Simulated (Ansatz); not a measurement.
The same path of AlF2H3Si (7 atoms, charge 0, multiplicity 1) was run twice with different band settings. Lost on the way: Si2–H5. Made: Al4–H5.

Method: RKS BLYP-D4/STO-3G (Ansatz 0.2.0).

Relaxed end points:

```xyz
7
Properties=species:S:1:pos:R:3
F -0.238 -1.495 1.617
Si 0.552 -0.660 0.399
F 1.031 -1.869 -0.652
Al -0.761 1.016 -0.580
H 1.803 -0.141 1.010
H -1.205 2.213 0.239
H -1.184 0.937 -2.034
```

```xyz
7
Properties=species:S:1:pos:R:3
F -0.847 -1.992 1.430
Si 0.085 -1.101 0.402
F 1.064 -2.330 -0.095
Al -0.064 1.218 -0.373
H 1.414 1.559 -0.356
H -0.964 1.783 0.706
H -0.688 0.862 -1.713
```

Common settings: spring 5.0 eV/Å²; optimiser quadratic models (default); start path through a guess of the saddle point; force threshold 0.05 eV/Å; iteration limit 60; end points relaxed.

| run | movable images | climbing image |
| --- | --- | --- |
| 1 | 7 | yes |
| 2 | 8 | no |

Problem. What does each run give, and how far can it be trusted?

Solution. Run 1: converged after 20 iterations, highest image 0.774 eV above the first end. A vibrational analysis at the climbing image gives one clearly imaginary mode, 482i cm⁻¹: a first-order saddle point.
Run 2: converged after 20 iterations, highest image 0.579 eV above the first end. No image climbed, so the highest image needn't sit at the top of the path.
The orbitals stay closed-shell, which can raise the energy where a bond breaks towards radicals; this wasn't checked here. Limits of this set-up: minimal basis.
